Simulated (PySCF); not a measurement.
A calculated (UHF, PySCF 2.14, aug-cc-pVDZ-DK, scalar relativity by spin-free X2C-1e) atom or ion has these occupied shells.

```tsv
shell	electrons	orbital energy (eV)	rms radius, mean of both spins (bohr)
1s	2	-154.26	0.482
```

Problem. Name the element and its charge.

Solution. Be²⁺ (beryllium, charge +2), in 1s2, closed-shell 1S.
